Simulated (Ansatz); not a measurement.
`C[B](F)[GeH3]` and `CB(F)C=O` differ in one atom or group.

Ansatz, PBE0-D4/def2-TZVP geometries, multiplicity 1. Each molecule was computed in one conformer, which needn't be the lowest.

Scalar relativity is left out up to krypton.

```tsv
property	`C[B](F)[GeH3]`
HOMO energy (B3LYP/def2-TZVPP) / eV	-7.70
HOMO–LUMO gap (ωB97M-V/def2-TZVPP) / eV	10.95
size of the dipole moment (B3LYP/def2-TZVPP) / D	1.42
HOMO–LUMO gap (PBE0/def2-TZVPP) / eV	6.78
LUMO energy (PBE/def2-TZVPP) / eV	-2.08
HOMO energy (ωB97M-V/def2-TZVPP) / eV	-10.04
```

Question: Give the same properties after the change, and the shifts. (Best estimate.)

Answer: The calculation gave: 
| property | `CB(F)C=O` | shift |
| --- | --- | --- |
| HOMO energy (B3LYP/def2-TZVPP) / eV | -7.02 | 0.68 |
| HOMO–LUMO gap (ωB97M-V/def2-TZVPP) / eV | 9.39 | -1.56 |
| size of the dipole moment (B3LYP/def2-TZVPP) / D | 3.37 | 1.95 |
| HOMO–LUMO gap (PBE0/def2-TZVPP) / eV | 4.74 | -2.04 |
| LUMO energy (PBE/def2-TZVPP) / eV | -3.56 | -1.48 |
| HOMO energy (ωB97M-V/def2-TZVPP) / eV | -9.60 | 0.44 |

With PBE0 the HOMO rises by 0.66 eV and the LUMO falls by 1.37 eV, so the gap narrows by about 2.03 eV. PBE moves the HOMO by 0.99 eV and ωB97M-V by 0.44 eV. Dipoles are sizes alone; their direction can turn.

B3LYP here is the variant with VWN-RPA as its local correlation; programs differ in this.
